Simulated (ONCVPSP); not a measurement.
V: excitation energies, all-electron against ONCV

V, optimised norm-conserving Vanderbilt (ONCV), made with ONCVPSP 4.0.1 (PBE, scalar-relativistic). Core [Ne], reference 3s2 3p6 3d3 4s2. Waves: 3s+4s: rc 1.40 bohr, ncon 5, nbas 10, qcut 6.5 1/bohr, 2 projectors; 3p: rc 1.25 bohr, ncon 3, nbas 7, qcut 10.2 1/bohr, 3 projectors, debl 2.6 Ha; 3d: rc 1.60 bohr, ncon 4, nbas 9, qcut 8.3 1/bohr, 2 projectors, debl 2.7 Ha. Local part: polynomial inside 1.20 bohr (lpopt 5, dvloc0 0 Ha). Core correction: Teter function fitted to the true core (icmod 2), fcfact 0.25.

Energies are relative to the spin-unpolarised reference configuration 3s2 3p6 3d3 4s2; without spin polarisation the order of configurations can differ from experiment.

```tsv
valence configuration	charge	ΔE all-electron (eV)	error AE − PS (meV)
3s2 3p6 3d3 4s0	+2	22.031	-0.1
3s2 3p6 3d2 4s0	+3	50.928	+36
```

**Question.** What are ΔE and the potential's error for 3s2 3p6 3d3 4s1?

**Answer.** ΔE = 7.735 eV all-electron; the error (AE − PS) is -0.1 meV.

**Question.** What are ΔE and the potential's error for 3s2 3p6 3d2 4s2?

**Answer.** ΔE = 10.975 eV all-electron; the error (AE − PS) is +47 meV.

Levels in the configuration 3s2 3p6 3d2 4s0:

| level | all-electron (eV) | pseudo (eV) |
| --- | --- | --- |
| 3s | -103.793 | -103.757 |
| 3p | -77.293 | -77.240 |
| 3d | -36.955 | -36.821 |
